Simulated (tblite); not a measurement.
C7H10BBr.
Numbering: `[CH:1]#[C:2][C@@H:3]1[BH:4][CH2:5][CH2:6][CH2:7][C@@H:8]1[Br:9]` (hydrogens: H10 on C1; H11 on C3; H12 on B4; H13, H14 on C5; H15, H16 on C6; H17, H18 on C7; H19 on C8)

Computed with GFN2-xTB (tblite), gas phase: L-BFGS steps from a force-field or distance-geometry start until the largest atomic force falls under 0.01 eV/Å.

Step 44: E = -689.3987 eV
```
atom  x, y, z in Å  |  force x, y, z in eV/Å
C1      2.8081    0.1263    0.5023    0.037   0.004   0.001
C2      1.8771    0.3692   -0.2113    0.002   0.020  -0.008
C3      0.6936    0.5830   -1.0342    0.017  -0.017  -0.006
B4     -0.0522    1.6009   -0.0728    0.018  -0.058  -0.007
C5     -0.9783    0.9925    1.0382   -0.016  -0.002  -0.010
C6     -1.5961   -0.3639    0.6747   -0.016   0.001   0.007
C7     -0.5683   -1.3096    0.0543   -0.008   0.000  -0.005
C8     -0.0451   -0.7330   -1.2484   -0.003   0.028   0.000
Br9     1.1433   -2.0656   -2.1237    0.004  -0.001   0.001
H10     3.6518   -0.0858    1.0881    0.020   0.009  -0.001
H11     1.0168    0.9946   -1.9959   -0.005  -0.014   0.007
H12     0.1977    2.7402   -0.1222    0.020   0.051  -0.002
H13    -0.3380    0.8596    1.9194   -0.004  -0.017  -0.012
H14    -1.7661    1.6750    1.3622   -0.025   0.002  -0.008
H15    -2.4081   -0.2075   -0.0404   -0.013   0.010   0.003
H16    -2.0265   -0.8339    1.5613    0.000  -0.011   0.005
H17     0.2695   -1.4560    0.7405   -0.014  -0.008   0.016
H18    -1.0321   -2.2804   -0.1328    0.002  -0.027   0.004
H19    -0.8569   -0.5967   -1.9668   -0.017   0.030   0.013
```

Step 45: E = -689.3991 eV
```
atom  x, y, z in Å  |  force x, y, z in eV/Å
C1      2.8116    0.1274    0.5014    0.033   0.008  -0.002
C2      1.8787    0.3678   -0.2108    0.006   0.018   0.003
C3      0.6942    0.5820   -1.0330    0.030  -0.024   0.002
B4     -0.0513    1.5996   -0.0708    0.025  -0.039  -0.022
C5     -0.9803    0.9926    1.0389   -0.002   0.004  -0.027
C6     -1.5972   -0.3639    0.6748   -0.014  -0.009   0.002
C7     -0.5703   -1.3104    0.0535    0.008   0.001   0.000
C8     -0.0454   -0.7333   -1.2481   -0.012   0.024  -0.001
Br9     1.1416   -2.0650   -2.1266    0.004  -0.004   0.006
H10     3.6575   -0.0808    1.0861    0.007   0.008  -0.009
H11     1.0197    0.9927   -1.9946   -0.017  -0.010   0.013
H12     0.2003    2.7391   -0.1207    0.016   0.038   0.003
H13    -0.3410    0.8612    1.9209   -0.011  -0.019  -0.010
H14    -1.7686    1.6764    1.3594   -0.021  -0.005  -0.004
H15    -2.4089   -0.2086   -0.0403   -0.024   0.017   0.002
H16    -2.0265   -0.8341    1.5614   -0.008  -0.016   0.012
H17     0.2677   -1.4555    0.7393   -0.005  -0.020   0.030
H18    -1.0342   -2.2819   -0.1329    0.009  -0.007   0.005
H19    -0.8574   -0.5962   -1.9655   -0.024   0.037  -0.001
```

Step 46: E = -689.3995 eV
```
atom  x, y, z in Å  |  force x, y, z in eV/Å
C1      2.8173    0.1283    0.5003    0.023   0.014  -0.008
C2      1.8815    0.3662   -0.2092    0.013   0.010   0.012
C3      0.6963    0.5804   -1.0309    0.033  -0.025   0.010
B4     -0.0509    1.5976   -0.0696    0.024  -0.002  -0.028
C5     -0.9824    0.9927    1.0393    0.009   0.006  -0.039
C6     -1.5990   -0.3639    0.6750   -0.010  -0.018  -0.005
C7     -0.5728   -1.3111    0.0529    0.018   0.000   0.008
C8     -0.0456   -0.7331   -1.2476   -0.018   0.010   0.002
Br9     1.1402   -2.0640   -2.1294    0.000  -0.007   0.011
H10     3.6655   -0.0757    1.0835   -0.004   0.006  -0.015
H11     1.0235    0.9905   -1.9922   -0.024  -0.004   0.013
H12     0.1992    2.7384   -0.1221    0.013   0.015   0.008
H13    -0.3433    0.8617    1.9218   -0.019  -0.018  -0.009
H14    -1.7712    1.6776    1.3577   -0.010  -0.016  -0.005
H15    -2.4106   -0.2091   -0.0402   -0.030   0.021   0.004
H16    -2.0271   -0.8343    1.5618   -0.015  -0.019   0.014
H17     0.2645   -1.4562    0.7391    0.002  -0.027   0.036
H18    -1.0370   -2.2830   -0.1336    0.017   0.014   0.003
H19    -0.8579   -0.5941   -1.9640   -0.022   0.042  -0.011
```

Step 47: E = -689.4000 eV
```
atom  x, y, z in Å  |  force x, y, z in eV/Å
C1      2.8239    0.1295    0.4989    0.010   0.019  -0.015
C2      1.8849    0.3646   -0.2076    0.020  -0.002   0.017
C3      0.6992    0.5783   -1.0285    0.023  -0.014   0.017
B4     -0.0499    1.5955   -0.0689    0.016   0.044  -0.024
C5     -0.9847    0.9928    1.0390    0.017   0.002  -0.040
C6     -1.6013   -0.3641    0.6751   -0.005  -0.020  -0.011
C7     -0.5752   -1.3118    0.0523    0.019   0.000   0.017
C8     -0.0459   -0.7326   -1.2471   -0.020  -0.008   0.007
Br9     1.1388   -2.0630   -2.1323   -0.009  -0.009   0.016
H10     3.6741   -0.0702    1.0808   -0.005   0.003  -0.015
H11     1.0270    0.9883   -1.9895   -0.024   0.001   0.007
H12     0.1980    2.7381   -0.1233    0.010  -0.018   0.011
H13    -0.3459    0.8616    1.9220   -0.027  -0.015  -0.013
H14    -1.7739    1.6787    1.3559    0.005  -0.027  -0.009
H15    -2.4132   -0.2093   -0.0399   -0.029   0.018   0.009
H16    -2.0281   -0.8348    1.5626   -0.017  -0.016   0.006
H17     0.2611   -1.4575    0.7397    0.005  -0.030   0.035
H18    -1.0399   -2.2840   -0.1343    0.022   0.029   0.000
H19    -0.8588   -0.5909   -1.9625   -0.013   0.043  -0.014
```

Question: Estimate the geometry and energy of step 48. (The exact step hangs on the optimiser's Hessian estimate; all steps are aligned on step 47, rigid shifts and turns removed.)

Answer: E = -689.4005 eV, largest force 0.071 eV/Å
```
atom  x, y, z in Å  |  force x, y, z in eV/Å
C1      2.8318    0.1312    0.4970    0.000   0.022  -0.017
C2      1.8893    0.3627   -0.2058    0.020  -0.013   0.017
C3      0.7029    0.5756   -1.0254    0.002   0.003   0.016
B4     -0.0487    1.5934   -0.0686    0.002   0.070  -0.011
C5     -0.9871    0.9929    1.0378    0.015  -0.007  -0.033
C6     -1.6040   -0.3647    0.6751    0.001  -0.013  -0.013
C7     -0.5775   -1.3125    0.0521    0.014   0.000   0.023
C8     -0.0465   -0.7323   -1.2463   -0.013  -0.020   0.011
Br9     1.1369   -2.0619   -2.1353   -0.019  -0.013   0.019
H10     3.6836   -0.0639    1.0775    0.003  -0.002  -0.010
H11     1.0304    0.9858   -1.9861   -0.019   0.006  -0.003
H12     0.1967    2.7372   -0.1244    0.011  -0.034   0.012
H13    -0.3495    0.8612    1.9220   -0.029  -0.009  -0.017
H14    -1.7768    1.6795    1.3536    0.020  -0.035  -0.016
H15    -2.4166   -0.2090   -0.0393   -0.023   0.008   0.014
H16    -2.0296   -0.8355    1.5636   -0.016  -0.008  -0.007
H17     0.2572   -1.4596    0.7412    0.006  -0.026   0.027
H18    -1.0426   -2.2844   -0.1353    0.023   0.032  -0.004
H19    -0.8598   -0.5864   -1.9609    0.001   0.039  -0.009
```

The energy changes by -0.0005 eV. The first-order estimate −F·Δx gives -0.0007 eV and the mean of the old and new forces, exact on a quadratic surface, -0.0005 eV. The step makes an angle of 76° with the force vector and moves no atom by more than 0.012 Å.

The cost below is that of the whole relaxation. Hardware: Arm Neoverse N1, one thread, no GPU, on a shared host. Cost: 1.1 s wall.
